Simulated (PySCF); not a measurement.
Molecule: `C=Cc1c[n-]c(C)c1`, [C7H8N]-.

Geometry (Å), atoms numbered from 1 in this order:
```xyz
16

C    -2.914   -0.607    0.372
C    -2.162    0.431   -0.018
C    -0.743    0.475   -0.122
C     0.022    1.576   -0.536
N     1.332    1.325   -0.537
C     1.451    0.032   -0.115
C     2.798   -0.615    0.012
C     0.224   -0.531    0.150
H    -2.474   -1.549    0.657
H    -3.993   -0.552    0.421
H    -2.671    1.356   -0.292
H    -0.350    2.549   -0.836
H     2.687   -1.643    0.359
H     3.429   -0.073    0.722
H     3.320   -0.627   -0.949
H     0.038   -1.537    0.496
```

Total charge -1.

Frames of a GFN2-xTB Langevin trajectory at 200 K; GIAO PBE0/pcSseg-1 shieldings in PySCF 2.14, gas phase, non-relativistic; equivalent atoms averaged within each frame.

Scale: $^{13}$C (σref 186.93) and $^{1}$H (σref 31.72) vs TMS; NH3 for $^{15}$N (σref 267.73) (reference shieldings calculated alike). The references are static minima.

How do the shifts (ppm) fluctuate along the trajectory?

## Answers


```tsv
time (fs)	C2	C6	C4	C3	C8	C1	C7	N5	H16	H12
optimised geometry	142.7	138.4	138.7	123.5	100.5	85.3	21.4	305.1	6.06	6.60
250	143.4	139.5	136.1	124.8	103.5	82.0	20.2	308.5	6.56	6.45
425	142.2	143.2	137.7	127.4	106.8	86.1	23.9	326.7	6.40	6.85
625	142.9	142.7	132.3	128.5	111.2	81.6	19.4	312.0	6.25	6.72
800	149.2	146.3	129.7	124.3	104.3	89.4	22.9	314.5	5.94	6.43
1000	141.6	143.0	135.6	123.1	108.2	90.7	21.1	314.1	6.36	6.26
mean of frames	143.9	143.0	134.3	125.6	106.8	85.9	21.5	315.2	6.30	6.54
standard deviation	3.1	2.4	3.2	2.2	3.1	4.2	1.9	6.9	0.23	0.24
```

5 frames give an uncertainty of the mean of about the standard deviation over 2.2 at best, since frames this close in time may not be independent; classical motion lacks zero-point vibration, and the reference would need the same averaging.
